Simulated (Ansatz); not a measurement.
Program: Ansatz. Geometries: PBE0-D4/def2-TZVP. ΔE: electronic, gas phase. CBS: MP2 limit from def2 TZ/QZ plus the TZ coupled-cluster correction, frozen cores. This one scheme is used for every species. DFT in def2-TZVPP. For Br outer-core shells are correlated without core-valence functions, which leaves a few kJ/mol of doubt a bond. Scalar relativity is left out up to krypton. One conformer a species, not always the lowest.

Consider the hydrogenolysis of the Si–Br bond: `FC[SiH2]Br` + H₂ → `FC[SiH3]` + HBr.

```json
{"species": "`FC[SiH2]Br`", "CAM-B3LYP energy (Eh)": "-3004.19459"}
{"species": "H₂", "CAM-B3LYP energy (Eh)": "-1.17158"}
{"species": "`FC[SiH3]`", "CAM-B3LYP energy (Eh)": "-430.45751"}
{"species": "HBr", "CAM-B3LYP energy (Eh)": "-2574.88402"}
```

Work out ΔE.

ΔE = (-430.45751) + (-2574.88402) − (-3004.19459) − (-1.17158) = 0.02464 Eh = +64.7 kJ/mol. CCSD(T)/CBS gives +79.1 kJ/mol.

Largest T1 diagnostic among the species: 0.011.

The D4 term adds +7.9 kJ/mol with B3LYP and +4.2 kJ/mol with PBE0; it sums over pairs of atoms, weighted by their polarisabilities, and B3LYP, whose exchange is more repulsive, gets the larger term. In def2-TZVPP, CCSD(T) changes the Hartree–Fock value by +7.8 kJ/mol (the triples alone add +3.2 kJ/mol) and MP2 by +19.0 kJ/mol.

B3LYP here is the variant with VWN-RPA as its local correlation; programs differ in this.
